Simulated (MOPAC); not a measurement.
Input for MOPAC: AM1 on C2H7ClO (a complex), monomers drawn apart or pushed together.

```
AM1 1SCF PRECISE CHARGE=0 THREADS=1
C2H7ClO

Cl     0.79746474 1     0.13762969 1    -0.34274770 1
H      0.13752895 1    -0.23834519 1     0.73026546 1
C      0.68873302 1     0.97796968 1     3.80180906 1
C      0.37113554 1    -0.48596995 1     3.56811333 1
O     -0.61506336 1    -0.67971840 1     2.53940110 1
H      1.46247967 1     1.07917359 1     4.56559575 1
H     -0.19390595 1     1.52088986 1     4.15083867 1
H      1.04467035 1     1.44757638 1     2.88437056 1
H      1.25081923 1    -1.02358970 1     3.21535405 1
H      0.02978037 1    -0.96875548 1     4.48868899 1
H     -1.40506543 1    -0.17228325 1     2.75976529 1
```

Program output:

```
*******************************************************************************
 **                                                                           **
 **                              MOPAC v23.2.5                                **
 **                                                                           **
 *******************************************************************************
 ** MOPAC's Digital Object Identifier: https://doi.org/10.5281/zenodo.6511958 **
 **                                                                           **
 ** Please cite the open-source release paper for use of this MOPAC version:  **
 ** J. E. Moussa and J. J. P. Stewart (2026)                                  **
 ** MOPAC: An open-source semiempirical molecular orbital program             **
 ** J. Open Source Softw., 11(119), 8025, https://doi.org/10.21105/joss.08025 **
 *******************************************************************************

                              AM1 CALCULATION RESULTS

 *******************************************************************************
 *  AM1        - The AM1 Hamiltonian to be used
 *
 *
 *
 *                 CHARGE ON SYSTEM = 0
 *
 *
 *
 *  PRECISE    - TIGHTER CRITERIA TO BE USED
 *  1SCF       - DO 1 SCF AND THEN STOP
 *  THREADS=1  - MULTI-THREADING NOT USED
 *  T=         - A TIME OF 172800.0 SECONDS REQUESTED
 *  DUMP=N     - RESTART FILE WRITTEN EVERY 7200.0 SECONDS REQUESTED
 *******************************************************************************
AM1 1SCF PRECISE CHARGE=0 THREADS=1
 C2H7ClO

   ATOM   CHEMICAL          X               Y               Z
  NUMBER   SYMBOL      (ANGSTROMS)     (ANGSTROMS)     (ANGSTROMS)

     1      Cl          0.79746474  *   0.13762969  *  -0.34274770  *
     2       H          0.13752895  *  -0.23834519  *   0.73026546  *
     3       C          0.68873302  *   0.97796968  *   3.80180906  *
     4       C          0.37113554  *  -0.48596995  *   3.56811333  *
     5       O         -0.61506336  *  -0.67971840  *   2.53940110  *
     6       H          1.46247967  *   1.07917359  *   4.56559575  *
     7       H         -0.19390595  *   1.52088986  *   4.15083867  *
     8       H          1.04467035  *   1.44757638  *   2.88437056  *
     9       H          1.25081923  *  -1.02358970  *   3.21535405  *
    10       H          0.02978037  *  -0.96875548  *   4.48868899  *
    11       H         -1.40506543  *  -0.17228325  *   2.75976529  *



          CARTESIAN COORDINATES

    NO.       ATOM           X           Y           Z

     1        Cl          0.7975      0.1376     -0.3427
     2         H          0.1375     -0.2383      0.7303
     3         C          0.6887      0.9780      3.8018
     4         C          0.3711     -0.4860      3.5681
     5         O         -0.6151     -0.6797      2.5394
     6         H          1.4625      1.0792      4.5656
     7         H         -0.1939      1.5209      4.1508
     8         H          1.0447      1.4476      2.8844
     9         H          1.2508     -1.0236      3.2154
    10         H          0.0298     -0.9688      4.4887
    11         H         -1.4051     -0.1723      2.7598

  H: (AM1): M.J.S. DEWAR ET AL, J. AM. CHEM. SOC. 107 3902-3909 (1985)
  C: (AM1): M.J.S. DEWAR ET AL, J. AM. CHEM. SOC. 107 3902-3909 (1985)
  O: (AM1): M.J.S. DEWAR ET AL, J. AM. CHEM. SOC. 107 3902-3909 (1985)
 Cl: (AM1): M.J.S. DEWAR AND E. G. ZOEBISCH, THEOCHEM, 180, 1 (1988).

           Empirical Formula: C2 H7 O Cl  =    11 atoms



      MOLECULAR POINT GROUP   :   C1


      RHF CALCULATION, NO. OF DOUBLY OCCUPIED LEVELS = 14


 -------------------------------------------------------------------------------
 AM1 1SCF PRECISE CHARGE=0 THREADS=1
 C2H7ClO



     1SCF WAS SPECIFIED, SO BFGS WAS NOT USED
     SCF FIELD WAS ACHIEVED


                              AM1 CALCULATION
                                                       MOPAC v23.2.5 Linux




          FINAL HEAT OF FORMATION =        -90.17920 KCAL/MOL =    -377.30978 KJ/MOL


          COSMO AREA              =        125.57 SQUARE ANGSTROMS
          COSMO VOLUME            =        108.62 CUBIC ANGSTROMS

          IONIZATION POTENTIAL    =         11.557337 EV
          HOMO LUMO ENERGIES (EV) =        -11.557  2.261
          NO. OF FILLED LEVELS    =         14
          MOLECULAR WEIGHT        =         82.5297         POINT GROUP:  C1

          MOLECULAR DIMENSIONS (Angstroms)

            Atom       Atom       Distance
            H     6   Cl     1     5.04188
            H     8    H    11     2.84302
            H     9    H     7     2.82901


          SCF CALCULATIONS        =          1





   ATOM   CHEMICAL          X               Y               Z
  NUMBER   SYMBOL      (ANGSTROMS)     (ANGSTROMS)     (ANGSTROMS)

     1      Cl          0.79746474  *   0.13762969  *  -0.34274770  *
     2       H          0.13752895  *  -0.23834519  *   0.73026546  *
     3       C          0.68873302  *   0.97796968  *   3.80180906  *
     4       C          0.37113554  *  -0.48596995  *   3.56811333  *
     5       O         -0.61506336  *  -0.67971840  *   2.53940110  *
     6       H          1.46247967  *   1.07917359  *   4.56559575  *
     7       H         -0.19390595  *   1.52088986  *   4.15083867  *
     8       H          1.04467035  *   1.44757638  *   2.88437056  *
     9       H          1.25081923  *  -1.02358970  *   3.21535405  *
    10       H          0.02978037  *  -0.96875548  *   4.48868899  *
    11       H         -1.40506543  *  -0.17228325  *   2.75976529  *

                             CARTESIAN COORDINATES

   1   Cl        0.797464740     0.137629690    -0.342747700
   2    H        0.137528950    -0.238345190     0.730265460
   3    C        0.688733020     0.977969680     3.801809060
   4    C        0.371135540    -0.485969950     3.568113330
   5    O       -0.615063360    -0.679718400     2.539401100
   6    H        1.462479670     1.079173590     4.565595750
   7    H       -0.193905950     1.520889860     4.150838670
   8    H        1.044670350     1.447576380     2.884370560
   9    H        1.250819230    -1.023589700     3.215354050
  10    H        0.029780370    -0.968755480     4.488688990
  11    H       -1.405065430    -0.172283250     2.759765290


           Empirical Formula: C2 H7 O Cl  =    11 atoms



      MOLECULAR POINT GROUP   :   C1


                  EIGENVALUES
 -38.46723 -36.34009 -31.98072 -24.33562 -18.40797 -16.66306 -16.10758 -15.49982
 -14.00898 -13.28170 -12.46668 -11.85503 -11.85478 -11.55734   2.26143   3.27407
   3.57295   3.82235   4.00700   4.43900   4.55707   4.82120   5.85093


              NET ATOMIC CHARGES AND DIPOLE CONTRIBUTIONS

  ATOM NO.   TYPE          CHARGE      No. of ELECS.   s-Pop       p-Pop
    1         Cl          -0.221848        7.2218     1.98158     5.24027
    2          H           0.210900        0.7891     0.78910
    3          C          -0.251740        4.2517     1.22162     3.03012
    4          C          -0.020081        4.0201     1.22251     2.79757
    5          O          -0.353902        6.3539     1.87085     4.48305
    6          H           0.088552        0.9114     0.91145
    7          H           0.075163        0.9248     0.92484
    8          H           0.090912        0.9091     0.90909
    9          H           0.105685        0.8943     0.89431
   10          H           0.070328        0.9297     0.92967
   11          H           0.206029        0.7940     0.79397
 DIPOLE           X         Y         Z       TOTAL
 POINT-CHG.    -0.271     0.255     2.427     2.455
 HYBRID        -0.500     0.315     0.618     0.855
 SUM           -0.771     0.569     3.045     3.192


          ATOMIC ORBITAL ELECTRON POPULATIONS

     Atom    s        px        py        pz
    1 Cl   1.98158   1.80860   1.93722   1.49445
    2  H   0.78910
    3  C   1.22162   1.02905   0.96515   1.03592
    4  C   1.22251   0.92593   0.95639   0.91526
    5  O   1.87085   1.28178   1.72673   1.47454
    6  H   0.91145
    7  H   0.92484
    8  H   0.90909
    9  H   0.89431
   10  H   0.92967
   11  H   0.79397

 **********************
 *                    *
 * JOB ENDED NORMALLY *
 *                    *
 **********************




 == MOPAC DONE ==
```

The run finished.

Cost: about 0.020 core-seconds (a rough figure).
